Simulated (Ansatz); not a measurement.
A nudged elastic band was laid between two geometries of Cl2F4H2W (9 atoms, charge 0, multiplicity 1).

These are results of RKS PBE-D4/def2-SVP (Ansatz 0.2.0), not measurements.

```json
{
  "movable images": "9",
  "climbing image": "yes",
  "spring": "5.0 eV/Å²",
  "optimiser": "quadratic models (default)",
  "start path": "through a guess of the saddle point",
  "force threshold": "0.05 eV/Å",
  "iteration limit": "60",
  "end points": "relaxed"
}
```

First end point:

```xyz
9
Properties=species:S:1:pos:R:3
W 0.087 -0.005 -0.065
F 0.306 0.676 1.696
F 1.930 -0.031 -0.408
F 0.219 1.804 -0.530
F -1.400 -0.791 0.752
Cl 0.099 -1.851 -1.463
H -1.103 0.306 -1.227
Cl 1.269 -2.184 1.867
H 1.224 -1.224 2.747
```

Last end point:

```xyz
9
Properties=species:S:1:pos:R:3
W 0.116 -0.341 -0.030
F 0.686 0.433 2.162
F 1.890 0.224 -0.233
F -0.386 1.465 0.005
F -1.514 -0.562 0.865
Cl -0.541 -2.089 -1.385
H 0.147 0.120 -1.642
Cl 1.178 -2.115 1.238
H 1.058 -0.436 2.388
```

**Question.** Which bonds break or form, and what moves?

**Answer.** Bonds broken: Cl8–H9. Bonds formed: W1–Cl8, F2–H9.

**Question.** Give the energies along the band, and the barrier.

**Answer.** The forces met the threshold. The highest image is number 3 of 0 to 10, 5.9 kcal/mol above the first end and 4.1 kcal/mol above the last; the last end lies 1.8 kcal/mol above the first. The profile has 2 maxima (images 3, 7) with wells between them (image 5): this band takes more than one step, which may be the mechanism or a detour left from its start path. A vibrational analysis at the climbing image gives one clearly imaginary mode, 291i cm⁻¹: a first-order saddle point. The orbitals stay closed-shell, which can raise the energy where a bond breaks towards radicals; this wasn't checked here.

| image | path coordinate (Å) | energy (kcal/mol) | Cl8–H9 (Å) | W1–Cl8 (Å) | F2–H9 (Å) |
| --- | --- | --- | --- | --- | --- |
| 0 | 0.00 | 0.0 | 1.30 | 3.14 | 2.36 |
| 1 | 0.39 | 0.6 | 1.31 | 3.05 | 1.95 |
| 2 | 0.77 | 3.0 | 1.34 | 2.87 | 1.62 |
| 3 | 1.16 | 5.9 | 1.49 | 2.68 | 1.25 |
| 4 | 1.52 | 3.5 | 1.77 | 2.54 | 1.03 |
| 5 | 1.89 | 1.9 | 1.97 | 2.45 | 0.98 |
| 6 | 2.25 | 2.8 | 1.97 | 2.46 | 0.98 |
| 7 | 2.61 | 4.2 | 1.96 | 2.47 | 0.98 |
| 8 | 2.97 | 4.1 | 1.96 | 2.47 | 0.98 |
| 9 | 3.34 | 2.6 | 1.98 | 2.46 | 0.98 |
| 10 | 3.70 | 1.8 | 2.04 | 2.43 | 0.97 |

**Question.** What is the geometry of the highest image?

**Answer.** 
```xyz
9
Properties=species:S:1:pos:R:3:forces:R:3
W 0.164 -0.199 -0.005 -0.01 0.01 0.00
F 0.678 0.503 1.898 0.00 0.01 0.00
F 1.963 -0.036 -0.484 0.00 -0.01 0.01
F 0.093 1.657 -0.234 -0.01 0.00 -0.01
F -1.408 -0.580 0.924 0.01 0.00 0.00
Cl 0.094 -2.001 -1.436 0.00 -0.01 0.00
H -0.975 0.094 -1.206 0.00 0.02 0.00
Cl 1.046 -2.071 1.704 0.00 0.00 0.01
H 0.979 -0.669 2.208 0.00 -0.01 -0.01
```

The run took 8 min on 4 threads of Arm Neoverse V1 (shared host), peak memory 0.34 GiB.
